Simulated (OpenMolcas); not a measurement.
**Cd+: CASPT2 settings compared**

```
Program             : OpenMolcas 26.06
Basis               : ANO-RCC-VDZP [6s5p3d1f]
Scalar Hamiltonian  : DKH4, point nucleus
Active space        : 1 electron in 8 orbitals (5s 5p 6s 6p)
State averaging     : 2S+1 = 2 even, 1 root; 2S+1 = 2 odd, 3 roots
Spin-orbit coupling : state interaction with AMFI integrals over the reference wave functions, term energies averaged over their components
```

Methods on the same reference wave functions:
A. CASSCF
B. SS-CASPT2, IPEA 0.35 Eh, imaginary shift 0.15 Eh (closed shells correlated: 4d)
C. SS-CASPT2, IPEA 0.3 Eh, no level shift (closed shells correlated: 4d)
D. XMS-CASPT2, IPEA 0.6 Eh, imaginary shift 0.25 Eh (closed shells correlated: 4s 4p 4d)

Energies in cm⁻¹ above 5s ²S_1/2, the measured ground level; measured values from NIST Handbook of Basic Atomic Spectroscopic Data.

```csv
Level,A,B,C,D,Measured
5s ²S_1/2,0.0,0.0,0.0,0.0,0.0
5p ²P°_1/2,40965,44827,44850,44931,44136
5p ²P°_3/2,42843,46705,46728,46808,46619
```

Deviations, from unrounded energies. A percentage is the sum of absolute deviations over the sum of measured energies, with the sign that they share, or ± where signs differ.

```tsv
Against measurement	Levels	A	B	C	D
mean absolute deviation (cm-1)	2	3500	390	410	490
other configurations (%)	2	-7.7	+0.9	+0.9	+1.1
```

B, C lie about equally close to measurement and A furthest from it. The largest miss of B in the table is 5p ²P°_1/2, by +690 cm-1. The ranking rests on the paired levels alone, and a cruder setting can come out closer through cancelling errors.

Among B to D the level of the table that moves most is 5p ²P°_1/2, by 100 cm-1 (lowest in B, highest in D).

The lowest spin-free term lies below A's lowest term by 0.268 hartree in B, 0.268 hartree in C, 0.374 hartree in D.

With one active electron outside closed inactive shells, the extra shells (6p 6s) add no correlation to the reference. With one active electron the reference holds no correlation, so core polarisation is missing (holds for A). With one active electron, CASPT2 adds the correlation within the correlated inactive shells and between them and that electron, and leaves the splitting within a term as the reference gives it (holds for B; C; D). Computed and measured levels are paired by configuration, term and J; levels that our copy of the source lacks, or whose pairing is in doubt (as where it misses far off the trend of its configuration), stay unpaired and out of the deviations. Only configurations of the active space appear.

° marks odd parity.
